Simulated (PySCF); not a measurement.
BrH, charge +1, multiplicity 2. Atoms are numbered in the order given.

```xyz
2

Br     0.0000     0.0000    -0.0405
H      0.0000     0.0000     1.4192
```
Charge +1, spin multiplicity 2.

Geometry: B3LYP-D3(BJ)/def2-TZVPD. The spin state was assumed, not searched.

These are ωB97X/def2-TZVPD (PySCF) values and carry that method's errors.

Mulliken values depend strongly on the basis, most of all with diffuse functions as here. Atomic charges (e):

| atom | Mulliken | meta-Löwdin | Mulliken spin |
|---|---|---|---|
| Br1 | 0.58 | ? | 1.03 |
| H2 | 0.42 | ? | -0.03 |

**Question.** What belongs in the gaps? (An estimate is asked for; the answer gives what the named calculation found.)

**Answer.** 
- Br1, meta-Löwdin: 0.73
- H2, meta-Löwdin: 0.27
